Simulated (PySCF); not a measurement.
**Working out the ionisation energy of Rh⁺**

Rh⁺ [Kr] 4d8 (3F) → Rh²⁺ [Kr] 4d7 (4F). Computed with PySCF 2.14 in x2c-TZVPall (8s6p6d1f, 63 functions), with scalar relativity by spin-free X2C-1e. Frozen: [Kr]. Energies in hartree (1 hartree = 27.21139 eV):

```
             part   Rh⁺ (lower)  Rh²⁺ (upper)
              UHF  -4780.955317  -4780.361362
MP2 opposite-spin     -0.103015     -0.066642
    MP2 same-spin     -0.062106     -0.051756
```

**Question.** What does Hartree-Fock give?

**Answer.** (-4780.361362) − (-4780.955317) = 0.593955 hartree = 16.162 eV.

**Question.** What do MP2 and SCS-MP2 (6/5 opposite-spin, 1/3 same-spin) give?

**Answer.** The opposite-spin parts differ by 0.990 eV and the same-spin parts by 0.282 eV. MP2: 16.162 + (0.990) + (0.282) = 17.434 eV. SCS-MP2: 16.162 + 1.2 × (0.990) + (0.282)/3 = 17.444 eV.

Reference: 18.08 eV (semi-empirical (NIST evaluation); NIST Atomic Spectra Database, ionization energies), between the lowest levels; spin-orbit coupling is absent from the calculation.

What remains against the reference includes basis incompleteness, the frozen core and correlation beyond second order.
